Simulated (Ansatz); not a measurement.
Molecule: ZrOCl, charge 0, multiplicity 2. SMILES: [O]=[Zr][Cl]
Structure (B3LYP-D3(BJ)/def2-TZVP (Ansatz, an electronic-structure program) minimum search):
```xyz
3

Zr     0.4555     0.3010    -0.2035
O     -0.6307     1.3597    -1.0465
Cl    -0.7749    -1.3482     0.9712
```
Charge 0, spin multiplicity 2.

Quantity: size of the dipole moment, in D. Set-up: UHF or UKS for open shells; 6-31G* and kin with 6d, 5d where marked; STO-3G and 3-21G all-electron and non-relativistic; no spin-orbit coupling; dispersion terms only where a functional's name holds one; def2 sets with scalar-relativistic core potentials past Kr; LANL2DZ with its own core potentials from Na on. Ab initio and DFT rows: single points at B3LYP-D3(BJ) geometries (Ansatz).

```
level                              program  size of the dipole moment (D)
---------------------------------  -------  -----------------------------
SVWN5/6-31G* with LANL2DZ past Ar   Ansatz                           4.50
PBE/STO-3G                          Ansatz                           4.33
PBE/LANL2DZ                         Ansatz                           5.27
PBE/def2-SVP                        Ansatz                           4.56
PBE/6-31G* with LANL2DZ past Ar     Ansatz                           4.88
BLYP/6-31G* with LANL2DZ past Ar    Ansatz                           4.65
B3LYP/3-21G                         Ansatz                           5.54
B3LYP/def2-SVP                      Ansatz                           4.93
B3LYP/6-31G* with LANL2DZ past Ar   Ansatz                           5.39
```

No value to compare with is used here. The 9 habitual levels span 4.33 (PBE/STO-3G) to 5.54 D (B3LYP/3-21G).

The levels are drawn from those run, B3LYP/6-31G* more often than the rest, none by its result; left out are runs that failed, that the program found above a lower state of the same kind, or whose <S^2> lies over 0.5 above the pure value.
